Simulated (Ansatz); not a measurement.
Total energies of Zn₁₂O₁₂H₃₂ from Ansatz at PBE0-D4/def2-SVP, gas phase (1 Eh = 27.2114 eV = 2625.5 kJ/mol). The reference geometry is relaxed at PBE-D4/def2-SVP.

Cartesian coordinates in Å:
```
O -3.524 -0.691 1.030
O 1.103 -1.782 2.746
O 2.729 -2.281 0.964
O -2.573 -1.365 -2.020
O 1.582 -1.768 -1.402
O -0.820 -1.808 0.363
O -1.406 1.331 1.429
O 1.344 0.689 1.013
O -0.383 0.635 -1.751
O -3.105 1.652 -0.976
O 3.638 1.523 -1.588
O 1.703 2.922 -1.082
Zn -0.787 -2.637 2.106
Zn -2.821 -2.167 -0.065
Zn -3.569 1.298 0.932
Zn 0.310 -3.198 -0.560
Zn 1.216 0.361 2.995
Zn 3.309 1.017 1.600
Zn -0.870 -2.140 -2.646
Zn -2.325 0.675 -2.504
Zn 1.040 -0.332 -2.777
Zn -0.212 0.042 0.112
Zn 1.402 2.715 1.032
Zn 0.063 2.419 -2.367
H -4.309 -0.994 1.521
H -2.363 -0.935 2.791
H 1.399 -2.262 3.546
H 1.860 -1.974 1.964
H 2.433 -1.767 0.149
H 2.402 -3.191 0.725
H -3.333 -1.691 -2.542
H 2.260 -2.272 -1.898
H -1.100 1.051 2.346
H -0.908 2.220 1.341
H -3.729 2.319 -1.315
H -1.694 3.219 -0.920
H 3.943 1.051 -0.745
H 3.236 0.852 -2.209
H 2.625 2.286 -1.306
H 1.951 3.836 -1.327
H -1.227 -3.744 3.086
H -1.899 -0.997 3.416
H -3.363 -3.639 -0.138
H -4.498 2.211 1.798
H 1.095 -4.288 0.295
H 2.924 0.516 3.238
H -0.120 0.805 3.732
H 4.455 0.509 0.616
H -0.585 -3.636 -2.010
H 0.002 -1.399 -3.810
H -2.604 0.929 -4.028
H 2.275 0.399 -3.451
H 0.014 3.433 1.359
H 2.998 2.799 1.593
H -1.156 3.785 -0.891
H -0.029 3.458 -3.509
```

```
                 state   geometry   energy (Eh)
      charge 0 singlet  reference  -22267.46005
      charge 1 doublet  reference  -22267.15003
     charge -1 doublet  reference  -22267.47026
 free O atom (triplet)          –     -74.92490
free Zn atom (singlet)          –   -1778.88088
 free H atom (doublet)          –      -0.50029
```

Single mean-field runs in def2-SVP are fitted with def2-universal-jkfit.

Question: Work out the vertical ionisation energy to the doublet.

Answer: E(charge 1 doublet) − E(charge 0 singlet) = -22267.15003 − (-22267.46005) = 0.31002 Eh = 8.44 eV. For comparison, −ε of the highest occupied level is 7.00 eV at this level, 1.44 eV less.

Question: Work out the vertical electron affinity, to the doublet.

Answer: E(charge 0 singlet) − E(charge -1 doublet) = -22267.46005 − (-22267.47026) = 0.01021 Eh = 0.28 eV. The basis lacks diffuse functions, which makes affinities too small.

Question: Give the fundamental gap IE − EA, the Mulliken electronegativity (IE + EA)/2 and the hardness (IE − EA)/2.

Answer: From the values in Eh: IE − EA = 0.31002 − 0.01021 = 0.29981 Eh = 8.16 eV; (IE + EA)/2 = 4.36 eV; (IE − EA)/2 = 4.08 eV. The HOMO–LUMO gap of the same run is 5.66 eV, 2.50 eV smaller than the fundamental gap.

Question: What is the binding energy per atom against free atoms?

Answer: Atoms: 12 × (-74.92490) + 12 × (-1778.88088) + 32 × (-0.50029) = -22261.67864 Eh. Binding: -22261.67864 − (-22267.46005) = 5.78141 Eh = 157.32 eV, or 2.81 eV for each of 56 atoms (no zero-point energy, no counterpoise term).

At PBE0-D4/def2-SVP the highest occupied level of the charge -1 doublet lies above zero (up to 0.97 eV). By energy differences its removal costs 0.28 eV (vertical, to the charge 0 singlet, at PBE0-D4/def2-SVP); self-interaction error and the lack of diffuse functions both raise the level.
